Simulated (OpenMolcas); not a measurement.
**Zn I: CASPT2 settings compared**

```json
{
 "Program": "OpenMolcas 26.06",
 "Basis": "ANO-RCC-VQZP [7s6p4d3f2g1h]",
 "Scalar Hamiltonian": "DKH2, point nucleus",
 "Active space": "2 electrons in 4 orbitals (4s 4p)",
 "State averaging": "2S+1 = 1 even, 1 root; 2S+1 = 3 odd, 3 roots",
 "Spin-orbit coupling": "RASSI with atomic mean-field integrals over the reference wave functions, term energies averaged over their components"
}
```

Methods on the same reference wave functions:
A. CASSCF
B. SS-CASPT2, IPEA 0.75 Eh, imaginary shift 0.5 Eh (closed shells correlated: 3d)
C. XMS-CASPT2, IPEA 0.5 Eh, no level shift (closed shells correlated: none)
D. XMS-CASPT2, IPEA 0.1 Eh, sigma1 regulariser 0.3 Eh (closed shells correlated: 3d)

Energies in cm⁻¹ above 4s² ¹S₀, the measured ground level; measured values from NIST Handbook of Basic Atomic Spectroscopic Data.

| Level | A | B | C | D | Measured |
| --- | --- | --- | --- | --- | --- |
| 4s² ¹S₀ | 0.0 | 0.0 | 0.0 | 0.0 | 0.0 |
| 4s 4p ³P°₀ | 29118 | 32280 | 28720 | 31660 | 32311 |
| 4s 4p ³P°₁ | 29275 | 32440 | 28880 | 31810 | 32501 |
| 4s 4p ³P°₂ | 29591 | 32750 | 29200 | 32130 | 32890 |

Deviations, from unrounded energies. A percentage is the sum of absolute deviations over the sum of measured energies, with the sign that they share, or ± where signs differ.

```
           Against measurement  Levels     A     B      C     D
mean absolute deviation (cm-1)       3  3200    77   3600   700
      other configurations (%)       3  -9.9  -0.2  -11.2  -2.2
```

B lies closest to measurement on these levels and C furthest from it. The largest miss of B in the table is 4s 4p ³P°₂, by -140 cm-1. The ranking rests on the paired levels alone, and a cruder setting can come out closer through cancelling errors.

Among B to D the level of the table that moves most is 4s 4p ³P°₀, by 3600 cm-1 (lowest in C, highest in B). Moves below CASPT2's spread within the term are not significant.

The lowest spin-free term lies below A's lowest term by 0.530 hartree in B, 0.002 hartree in C, 0.533 hartree in D.

CASPT2 breaks the degeneracy within a term, and the mean is taken; among the terms shown or strongly mixed into the levels shown the widest spread is 20 cm-1 (4s 4p ³P°, C). Without dynamic correlation excited terms often stand tens of per cent too high (terms of higher spin than the ground term too low), and those without a measured partner can miss by more than the paired ones (holds for A). Computed and measured levels are paired by configuration, term and J; levels that our copy of the source lacks, or whose pairing is in doubt (as where it misses far off the trend of its configuration), stay unpaired and out of the deviations. Only configurations of the active space appear.

° marks odd parity.
